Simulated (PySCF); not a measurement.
Al(Me)(OMe)(PH2) (C₂H₈AlOP), SMILES C[O][Al]([CH3])[PH2].

Geometry optimised at PBE-D3(BJ)/def2-SVP. The structure was generated by enumeration; whether it is a known compound was not checked. The values are those of a single conformer.

Method: PBE0/def2-TZVP in PySCF.

The total energy is -739.74583 hartree, the highest occupied level is -7.05 eV and the lowest empty level is -0.48 eV. The orbital gap is 6.57 eV and the dipole moment comes out as 0.62 D. The quadrupole, principal values (traceless, Buckingham form, about the centre of nuclear charge) is -9.22, 4.30, 4.92 D·Å, the mean static polarisability is 83.1 bohr³ (12.31 Å³) and the polarisability, principal values comes out as 66.5, 88.1, 94.6 bohr³.
